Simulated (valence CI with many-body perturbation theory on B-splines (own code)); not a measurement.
**E1 transitions of Eu⁴⁹⁺**

Method: relativistic CI+MBPT: four valence electrons over a frozen Dirac-Fock core [Ne], radial functions for each j: 11 s, 11 p, 9 d, 7 f, 5 g, 2 h, 1 i, with the one-electron correlation potential Σ1 (screened to all orders), the two-electron term Σ2, the three-electron term Σ3, Breit, model QED; selected single and double excitations, second order for the rest (own B-spline code, finite nucleus).

No measured spectrum was set against this ion. As an estimate, large intervals hold to a few tenths of a per cent, small ones and those within an open d or f shell to about a per cent.

Lines 51 to 100 of 236 in falling wavelength, among levels below 54.586 Ry, chosen from the strongest by gf and those to the six lowest levels. Wavelengths and rates use the calculated energies. Electric multipoles are in the length gauge, E1 and E2 with the static RPA response of the core. Weak lines are less certain than strong ones. Lines between different terms over intervals too small for the method are left out, as are lines whose strength nearly cancels. The highest levels of a list are the least certain.

Levels are named by their leading jj configuration (3d3/2^4 stands for four electrons in 3d with j = 3/2), which in mixed levels can hold well under half, so a name can repeat and another be missing. Letters in brackets count levels of one name in rising energy.

| λ vac (Å) | Upper | Lower | A (s⁻¹) | S (a.u.) with core polarisation | S without |
| --- | --- | --- | --- | --- | --- |
| 83.04 | (3s 3p1/2 3p3/2^2) J=2 [b] | (3s^2 3p3/2^2) J=2 | 1.54e+10 | 2.17e-02 | 2.21e-02 |
| 83.04 | (3p1/2^2 3p3/2^2) J=0 | (3s 3p1/2 3p3/2^2) J=1 [a] | 4.85e+10 | 1.37e-02 | 1.40e-02 |
| 81.01 | (3s 3p1/2 3p3/2 3d5/2) J=3 [c] | (3s^2 3p3/2 3d5/2) J=4 | 1.88e+10 | 3.46e-02 | 3.52e-02 |
| 80.59 | (3s 3p1/2^2 3p3/2) J=1 | (3s^2 3p1/2 3p3/2) J=1 | 8.01e+09 | 6.21e-03 | 6.31e-03 |
| 80.33 | (3s 3p1/2 3p3/2 3d3/2) J=2 [e] | (3s^2 3p3/2 3d3/2) J=3 | 1.89e+10 | 2.42e-02 | 2.46e-02 |
| 80.13 | (3s 3p1/2 3p3/2 3d5/2) J=4 [c] | (3s^2 3p3/2 3d5/2) J=4 | 1.21e+10 | 2.76e-02 | 2.80e-02 |
| 78.54 | (3s 3p1/2 3p3/2^2) J=1 [b] | (3s^2 3p3/2^2) J=2 | 1.21e+10 | 8.65e-03 | 8.81e-03 |
| 78.02 | (3s 3p1/2^2 3d3/2) J=1 | (3s 3p1/2^2 3p3/2) J=1 | 9.83e+09 | 6.91e-03 | 7.03e-03 |
| 77.98 | (3s 3p1/2 3p3/2 3d5/2) J=1 [a] | (3s^2 3p3/2 3d3/2) J=2 | 7.66e+09 | 5.38e-03 | 5.47e-03 |
| 76.77 | (3s 3p1/2 3p3/2 3d3/2) J=2 [a] | (3s 3p1/2 3p3/2^2) J=2 [a] | 1.10e+10 | 1.23e-02 | 1.25e-02 |
| 76.18 | (3s 3p1/2 3p3/2 3d5/2) J=3 [d] | (3s^2 3p3/2 3d5/2) J=2 | 3.51e+09 | 5.36e-03 | 5.45e-03 |
| 75.88 | (3s 3p1/2 3p3/2 3d3/2) J=2 [b] | (3s 3p1/2 3p3/2^2) J=3 | 3.39e+10 | 3.65e-02 | 3.72e-02 |
| 75.40 | (3s 3p1/2^2 3d3/2) J=2 | (3s 3p1/2^2 3p3/2) J=1 | 2.64e+09 | 2.79e-03 | 2.84e-03 |
| 75.29 | (3s 3p1/2 3p3/2 3d3/2) J=2 [c] | (3s 3p1/2 3p3/2^2) J=2 [b] | 1.16e+10 | 1.23e-02 | 1.25e-02 |
| 72.18 | (3s^2 3p1/2 3d3/2) J=2 | (3s^2 3p1/2 3p3/2) J=2 | 4.96e+09 | 4.60e-03 | 4.67e-03 |
| 69.06 | (3s^2 3p1/2 3d3/2) J=2 | (3s^2 3p1/2 3p3/2) J=1 | 2.30e+08 | 1.87e-04 | 1.90e-04 |
| 67.92 | (3s 3p1/2^2 3d3/2) J=1 | (3s 3p1/2^2 3p3/2) J=2 | 3.53e+09 | 1.64e-03 | 1.66e-03 |
| 65.92 | (3s 3p1/2^2 3d3/2) J=2 | (3s 3p1/2^2 3p3/2) J=2 | 1.03e+10 | 7.29e-03 | 7.40e-03 |
| 64.92 | (3s 3p1/2 3p3/2 3d3/2) J=3 [b] | (3s 3p1/2 3p3/2^2) J=3 | 4.92e+09 | 4.65e-03 | 4.73e-03 |
| 62.95 | (3s^2 3p3/2 3d3/2) J=3 | (3s^2 3p3/2^2) J=2 | 1.05e+09 | 9.06e-04 | 9.22e-04 |
| 62.59 | (3s^2 3p3/2 3d3/2) J=2 | (3s^2 3p3/2^2) J=2 | 1.27e+08 | 7.67e-05 | 7.91e-05 |
| 62.31 | (3s^2 3p3/2 3d3/2) J=1 | (3s^2 3p3/2^2) J=2 | 4.39e+08 | 1.57e-04 | 1.58e-04 |
| 60.31 | (3s^2 3p1/2 3d3/2) J=1 | (3s^2 3p1/2 3p3/2) J=2 | 3.08e+09 | 1.00e-03 | 1.02e-03 |
| 58.92 | (3s 3p1/2 3p3/2 3d5/2) J=2 [b] | (3s 3p1/2 3p3/2^2) J=2 [b] | 1.90e+10 | 9.56e-03 | 9.71e-03 |
| 58.11 | (3s^2 3p1/2 3d3/2) J=1 | (3s^2 3p1/2 3p3/2) J=1 | 1.48e+09 | 4.31e-04 | 4.36e-04 |
| 57.93 | (3s 3p1/2 3p3/2 3d5/2) J=1 [b] | (3s 3p1/2 3p3/2^2) J=1 [b] | 1.76e+10 | 5.06e-03 | 5.13e-03 |
| 56.75 | (3s 3p1/2 3p3/2 3d5/2) J=3 [c] | (3s 3p1/2 3p3/2^2) J=2 [b] | 6.11e+09 | 3.86e-03 | 3.92e-03 |
| 56.64 | (3s 3p1/2^2 3d5/2) J=2 | (3s 3p1/2^2 3p3/2) J=1 | 6.98e+10 | 3.13e-02 | 3.18e-02 |
| 56.29 | (3s 3p1/2 3p3/2 3d5/2) J=3 [a] | (3s 3p1/2 3p3/2^2) J=3 | 2.40e+10 | 1.48e-02 | 1.50e-02 |
| 56.27 | (3s^2 3p3/2 3d5/2) J=2 | (3s^2 3p3/2^2) J=2 | 5.92e+10 | 2.60e-02 | 2.64e-02 |
| 56.26 | (3s 3p1/2 3p3/2 3d5/2) J=1 [a] | (3s 3p1/2 3p3/2^2) J=0 | 2.06e+10 | 5.43e-03 | 5.51e-03 |
| 55.70 | (3s 3p1/2 3p3/2 3d5/2) J=1 [b] | (3s 3p1/2 3p3/2^2) J=2 [b] | 1.72e+10 | 4.39e-03 | 4.46e-03 |
| 55.51 | (3s^2 3p1/2 3d5/2) J=2 | (3s^2 3p1/2 3p3/2) J=2 | 1.67e+10 | 7.04e-03 | 7.15e-03 |
| 55.37 | (3s 3p1/2 3p3/2 3d5/2) J=1 [c] | (3s 3p1/2 3p3/2^2) J=1 [b] | 2.05e+10 | 5.15e-03 | 5.23e-03 |
| 55.31 | (3s 3p1/2 3p3/2 3d5/2) J=2 [a] | (3s 3p1/2 3p3/2^2) J=2 [a] | 6.77e+10 | 2.83e-02 | 2.87e-02 |
| 55.22 | (3s^2 3p1/2 3d5/2) J=3 | (3s^2 3p1/2 3p3/2) J=2 | 8.48e+10 | 4.93e-02 | 5.00e-02 |
| 54.34 | (3s 3p1/2 3p3/2 3d5/2) J=0 | (3s 3p1/2 3p3/2^2) J=1 [b] | 2.10e+11 | 1.67e-02 | 1.69e-02 |
| 54.10 | (3s 3p1/2 3p3/2 3d5/2) J=3 [b] | (3s 3p1/2 3p3/2^2) J=3 | 6.00e+10 | 3.28e-02 | 3.33e-02 |
| 53.72 | (3s 3p1/2 3p3/2 3d5/2) J=4 [b] | (3s 3p1/2 3p3/2^2) J=3 | 9.19e+10 | 6.33e-02 | 6.43e-02 |
| 53.65 | (3s^2 3p1/2 3d5/2) J=2 | (3s^2 3p1/2 3p3/2) J=1 | 1.15e+11 | 4.39e-02 | 4.45e-02 |
| 53.61 | (3s 3p1/2^2 3d5/2) J=3 | (3s 3p1/2^2 3p3/2) J=2 | 9.10e+10 | 4.84e-02 | 4.91e-02 |
| 53.35 | (3s 3p1/2 3p3/2 3d5/2) J=2 [d] | (3s 3p1/2 3p3/2^2) J=1 [b] | 1.89e+11 | 7.09e-02 | 7.20e-02 |
| 53.27 | (3s 3p1/2 3p3/2 3d5/2) J=2 [b] | (3s 3p1/2 3p3/2^2) J=3 | 5.38e+10 | 2.00e-02 | 2.04e-02 |
| 53.18 | (3s 3p1/2 3p3/2 3d5/2) J=3 [a] | (3s 3p1/2 3p3/2^2) J=2 [a] | 8.89e+10 | 4.62e-02 | 4.69e-02 |
| 53.10 | (3s^2 3p3/2 3d5/2) J=1 | (3s^2 3p3/2^2) J=0 | 1.70e+11 | 3.77e-02 | 3.83e-02 |
| 53.03 | (3s 3p1/2 3p3/2 3d5/2) J=3 [d] | (3s 3p1/2 3p3/2^2) J=2 [b] | 2.11e+11 | 1.09e-01 | 1.10e-01 |
| 52.95 | (3s 3p1/2 3p3/2 3d5/2) J=1 [c] | (3s 3p1/2 3p3/2^2) J=1 [a] | 1.64e+11 | 3.60e-02 | 3.66e-02 |
| 52.81 | (3s 3p1/2 3p3/2 3d5/2) J=2 [c] | (3s 3p1/2 3p3/2^2) J=2 [b] | 6.71e+10 | 2.44e-02 | 2.48e-02 |
| 52.72 | (3s 3p1/2 3p3/2 3d5/2) J=1 [b] | (3s 3p1/2 3p3/2^2) J=0 | 1.08e+11 | 2.34e-02 | 2.38e-02 |
| 52.59 | (3s^2 3d3/2^2) J=2 | (3s 3p1/2 3p3/2^2) J=1 [b] | 1.38e+10 | 4.94e-03 | 5.02e-03 |
